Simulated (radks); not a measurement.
Problem. Coherent X-ray form factor from a spherical all-electron density. Method: Dirac Kohn-Sham, PBEsol, spin-unpolarised, spherical densities, point nucleus; computed with a radial shooting solver on a logarithmic mesh with Libxc functionals.

| sin(theta)/lambda (1/angstrom) | f0 (electrons) |
|---|---|
| 0.05 | 76.234 |
| 0.1 | 74.084 |
| 0.15 | 70.924 |
| 0.2 | 67.201 |
| 0.25 | 63.301 |
| 0.3 | 59.490 |
| 0.4 | 52.627 |
| 0.5 | 46.920 |
| 0.6 | 42.167 |
| 0.8 | 34.537 |
| 1 | 28.518 |
| 1.25 | 22.828 |
| 1.5 | 18.976 |
| 2 | 14.777 |

The species is in the configuration that NIST lists as its ground one. Which atom or ion scatters so?

Solution. The gold ion Au2+, [Xe] 4f14 5d9. Extrapolating in s^2 from the first two rows gives f0(0) = 77.0, near the electron count 77; among species with that count, the fall with angle is slower the higher Z, and the table is that of Z = 79; from so few rows the species is fixed only to a neighbour or two.
